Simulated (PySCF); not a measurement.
**Exercise with solution: chemical shift, span and skew from a shielding tensor**

Ge(F)(Cl)2(NH2) (Cl2FGeH2N), SMILES [NH2][Ge]([F])([Cl])[Cl]. Atoms are numbered in the order given.

```xyz
7

N      1.9418    -0.3069     0.3588
Ge     0.1574    -0.0946     0.2056
F     -0.5948    -0.5542     1.6935
Cl    -0.2656     1.9748    -0.1495
Cl    -0.7959    -1.3245    -1.2832
H      2.2849    -1.2536     0.2072
H      2.4851     0.3612    -0.1844
```
Charge 0, spin multiplicity 1.

Coordinates come from a B3LYP-D3(BJ)/def2-SVP optimisation. The structure was generated by enumeration, and PubChem lists no compound with its InChIKey, so it may never have been made. Other conformers were not sampled.

GIAO shieldings from PBE/pcSseg-1 run with PySCF, non-relativistic, no solvent. The symmetric part of the tensor of F3 has the principal values 167.3, 212.0, 342.9 ppm. The same nucleus in CFCl3 has σ = 133.6 ppm at this level (PySCF, at its B3LYP-D3(BJ)/def2-TZVP geometry). Without spin–orbit terms, shifts of atoms bonded to Cl or Br come out too high.

Question: Work out the isotropic shielding, the ¹⁹F shift against CFCl3, the span and the skew.

Answer: 
σ(iso) = (σ11 + σ22 + σ33)/3 = 240.7 ppm. δ = σ(ref) − σ(iso) = 133.6 − (240.7) = -107.1 ppm.
Span Ω = σ33 − σ11 = 175.6 ppm. Skew κ = 3(σ(iso) − σ22)/Ω = 0.49. Tumbling in solution averages the tensor to δ; in a static solid the shielding alone would spread this spin-1/2 line over Ω.
